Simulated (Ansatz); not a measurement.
Ansatz (a quantum-chemistry and plane-wave program) input file for H2O2Si, SMILES O[Si]O (connectivity only; charge and spin as stated), neutral, multiplicity 1, B3LYP-D3(BJ)/def2-TZVP. 

Ansatz 0.2 input:
```yaml
crystal:
  periodic: [false, false, false]
  atoms:
    - {symbol: Si, position_ang: [0.61702949, 0.01926692, -0.00000000]}
    - {symbol: O, position_ang: [-0.38076441, 1.28863412, 0.00000000]}
    - {symbol: H, position_ang: [-1.33692090, 1.20095774, -0.00000000]}
    - {symbol: O, position_ang: [-0.50080970, -1.20702769, -0.00000000]}
    - {symbol: H, position_ang: [-0.24889907, -2.12354600, 0.00000000]}
basis:
  gaussian:
    orbitals: def2-TZVP
hamiltonian:
  xc: b3lyp
  dispersion: d3bj
relax: {f_tol: 0.002, max_steps: 200}
```

Log of the run:

```
WARN ansatz: RAYON_NUM_THREADS=1 ignored (pool sized by the plan → 1); use --threads N
Functional definition: B3LYP
integrals: 0.03 GiB planned
651 factors; their error is unknown
mean field: 0.30 GiB planned
mean field evaluation 1: about -11998.4851 eV, gradient 8.0e1 eV
mean field evaluation 2: about -11968.7694 eV, gradient 1.5e2 eV
mean field evaluation 4: about -12008.6008 eV, gradient 5.1e0 eV
mean field evaluation 8: about -12008.6791 eV, gradient 2.4e-1 eV
mean field evaluation 16: about -12008.6791 eV, gradient 5.3e-5 eV
mean field -12008.67912796 eV, -441.3108181775 hartree, gradient 5.3e-5 eV, S^2 0.000000; 0 other end points of the search recorded, 0 dependent functions left out
the calculation of the forces begins
reference -12008.67931935 eV, -441.3108252111 hartree; 16, 16 occupied and 95, 95 virtual orbitals, 651 factors
relax step   1: F+E_penalty+E_count = -12008.80406844 eV  Δ(F+E_penalty+E_count) = +0.000e0 eV  max|allowed force component| = 9.494e-1 eV/Å  Δτ_max = 0.0000 Å  (28 SCF iters, accepted)
these checks for a lower state are left out or cut short: starts, cluster_reference, orbital_swaps, neighbouring_geometries, increment
integrals: 0.03 GiB planned
651 factors; their error is unknown
mean field: 0.30 GiB planned
mean field -12008.69511007 eV, -441.3114055093 hartree, gradient 1.1e-5 eV, S^2 0.000000; 0 other end points of the search recorded, 0 dependent functions left out
the calculation of the forces begins
reference -12008.69530195 eV, -441.3114125605 hartree; 16, 16 occupied and 95, 95 virtual orbitals, 651 factors
relax step   2: F+E_penalty+E_count = -12008.81984487 eV  Δ(F+E_penalty+E_count) = -1.578e-2 eV  max|allowed force component| = 6.016e-1 eV/Å  Δτ_max = 0.0132 Å  (33 SCF iters, accepted)
these checks for a lower state are left out or cut short: starts, cluster_reference, orbital_swaps, neighbouring_geometries, increment
integrals: 0.03 GiB planned
651 factors; their error is unknown
mean field: 0.30 GiB planned
mean field evaluation 32: about -12008.7071 eV, gradient 1.2e-5 eV
mean field -12008.70710849 eV, -441.3118464429 hartree, gradient 1.2e-5 eV, S^2 0.000000; 0 other end points of the search recorded, 0 dependent functions left out
the calculation of the forces begins
reference -12008.70730058 eV, -441.3118535022 hartree; 16, 16 occupied and 95, 95 virtual orbitals, 651 factors
relax step   3: F+E_penalty+E_count = -12008.83167556 eV  Δ(F+E_penalty+E_count) = -1.183e-2 eV  max|allowed force component| = 1.125e-1 eV/Å  Δτ_max = 0.0163 Å  (32 SCF iters, accepted)
these checks for a lower state are left out or cut short: starts, cluster_reference, orbital_swaps, neighbouring_geometries, increment
integrals: 0.03 GiB planned
651 factors; their error is unknown
mean field: 0.30 GiB planned
mean field -12008.70989429 eV, -441.3119488192 hartree, gradient 1.2e-5 eV, S^2 0.000000; 0 other end points of the search recorded, 0 dependent functions left out
the calculation of the forces begins
reference -12008.71008629 eV, -441.3119558750 hartree; 16, 16 occupied and 95, 95 virtual orbitals, 651 factors
relax step   4: F+E_penalty+E_count = -12008.83459479 eV  Δ(F+E_penalty+E_count) = -2.919e-3 eV  max|allowed force component| = 1.063e-1 eV/Å  Δτ_max = 0.0137 Å  (32 SCF iters, accepted)
these checks for a lower state are left out or cut short: starts, cluster_reference, orbital_swaps, neighbouring_geometries, increment
integrals: 0.03 GiB planned
651 factors; their error is unknown
mean field: 0.30 GiB planned
mean field -12008.71087604 eV, -441.3119848980 hartree, gradient 1.2e-5 eV, S^2 0.000000; 0 other end points of the search recorded, 0 dependent functions left out
the calculation of the forces begins
reference -12008.71106763 eV, -441.3119919388 hartree; 16, 16 occupied and 95, 95 virtual orbitals, 651 factors
relax step   5: F+E_penalty+E_count = -12008.83577483 eV  Δ(F+E_penalty+E_count) = -1.180e-3 eV  max|allowed force component| = 6.534e-2 eV/Å  Δτ_max = 0.0181 Å  (33 SCF iters, accepted)
these checks for a lower state are left out or cut short: starts, cluster_reference, orbital_swaps, neighbouring_geometries, increment
integrals: 0.03 GiB planned
651 factors; their error is unknown
mean field: 0.30 GiB planned
mean field -12008.71084668 eV, -441.3119838191 hartree, gradient 1.3e-5 eV, S^2 0.000000; 0 other end points of the search recorded, 0 dependent functions left out
the calculation of the forces begins
reference -12008.71103825 eV, -441.3119908589 hartree; 16, 16 occupied and 95, 95 virtual orbitals, 651 factors
relax step   6: F+E_penalty+E_count = -12008.83587944 eV  Δ(F+E_penalty+E_count) = -1.046e-4 eV  max|allowed force component| = 4.150e-2 eV/Å  Δτ_max = 0.0111 Å  (31 SCF iters, accepted)
these checks for a lower state are left out or cut short: starts, cluster_reference, orbital_swaps, neighbouring_geometries, increment
integrals: 0.03 GiB planned
651 factors; their error is unknown
mean field: 0.30 GiB planned
mean field evaluation 64: about -12008.7110 eV, gradient 1.2e-5 eV
mean field -12008.71101581 eV, -441.3119900344 hartree, gradient 1.2e-5 eV, S^2 0.000000; 0 other end points of the search recorded, 0 dependent functions left out
the calculation of the forces begins
reference -12008.71120736 eV, -441.3119970737 hartree; 16, 16 occupied and 95, 95 virtual orbitals, 651 factors
relax step   7: F+E_penalty+E_count = -12008.83600163 eV  Δ(F+E_penalty+E_count) = -1.222e-4 eV  max|allowed force component| = 4.198e-3 eV/Å  Δτ_max = 0.0029 Å  (34 SCF iters, accepted)
these checks for a lower state are left out or cut short: starts, cluster_reference, orbital_swaps, neighbouring_geometries, increment
integrals: 0.03 GiB planned
651 factors; their error is unknown
mean field: 0.30 GiB planned
mean field -12008.71101753 eV, -441.3119900975 hartree, gradient 1.3e-5 eV, S^2 0.000000; 0 other end points of the search recorded, 0 dependent functions left out
the calculation of the forces begins
reference -12008.71120908 eV, -441.3119971368 hartree; 16, 16 occupied and 95, 95 virtual orbitals, 651 factors
relax step   8: F+E_penalty+E_count = -12008.83600210 eV  Δ(F+E_penalty+E_count) = -4.679e-7 eV  max|allowed force component| = 2.228e-4 eV/Å  Δτ_max = 0.0003 Å  (32 SCF iters, accepted)
integrals: 0.03 GiB planned
651 factors; their error is unknown
mean field: 0.30 GiB planned
mean field -12008.71101753 eV, -441.3119900975 hartree, gradient 1.3e-5 eV, S^2 0.000000; 1 other end points of the search recorded, 0 dependent functions left out
the calculation of the forces begins
reference -12008.71120908 eV, -441.3119971368 hartree; 16, 16 occupied and 95, 95 virtual orbitals, 651 factors
Total energy: -12008.83619365 eV, -441.3165902351 hartree
Atom 0 at     0.612724     0.000098    -0.000000 Å, force    -0.000055     0.000035    -0.000000 eV/Å
Atom 1 at    -0.373692     1.320387     0.000000 Å, force     0.000091    -0.000052     0.000000 eV/Å
Atom 2 at    -1.329701     1.179438    -0.000000 Å, force    -0.000053     0.000047    -0.000000 eV/Å
Atom 3 at    -0.540465    -1.207150     0.000000 Å, force    -0.000106     0.000193     0.000000 eV/Å
Atom 4 at    -0.219231    -2.114488    -0.000000 Å, force     0.000124    -0.000223     0.000000 eV/Å
Dipole moment:    -0.130892    -0.357670    -0.000000 e Å
```

Self-consistency was reached.
